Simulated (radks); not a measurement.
Results of a calculation; reference values are marked as such.
Q: All-electron atom: Nd15+ in [Kr] 4d9. Level of theory: scalar-relativistic Kohn-Sham, LDA (Slater exchange, VWN5 correlation), spin-polarised, spherical densities, finite nucleus; open shells are filled with parallel spins first (spin-orbit coupling, left out, can overturn this in heavy ions); Fermi nuclear charge, rms radius 4.9123 fm (a radial shooting solver on a logarithmic mesh with Libxc functionals). Some entries of the table are withheld. Estimate them.

orbital  occ.  eigenvalue (eV)  <1/r> (bohr^-1)
1s up       1        -43672.03            65.98
1s down     1        -43672.01            65.98
2s up       1        -7330.578            15.24
2s down     1        -7330.020            15.24
2p up       3        -6590.313            14.38
2p down     3        -6589.857            14.38
3s up       1        -1836.889            5.561
3s down     1        -1836.515            5.562
3p up       3        -1603.313            5.259
3p down     3        -1602.916            5.259
3d up       5        -1278.648            4.993
3d down     5        -1278.134            4.993
4s up       1        -601.0028            2.399
4s down     1        -599.6176            2.399
4p up       3              (1)            2.234
4p down     3              (2)            2.233
4d up       5        -408.8512            2.014
4d down     4        -407.5184            2.013
5s up       0              (3)              (4)
5s down     0              (5)              (6)
5p up       0        -248.1208            1.115
5p down     0        -247.5907            1.113

A: 
(1) 4p up eigenvalue (eV): -521.9104
(2) 4p down eigenvalue (eV): -520.5442
(3) 5s up eigenvalue (eV): -277.3342
(4) 5s up <1/r> (bohr^-1): 1.194
(5) 5s down eigenvalue (eV): -276.7324
(6) 5s down <1/r> (bohr^-1): 1.191
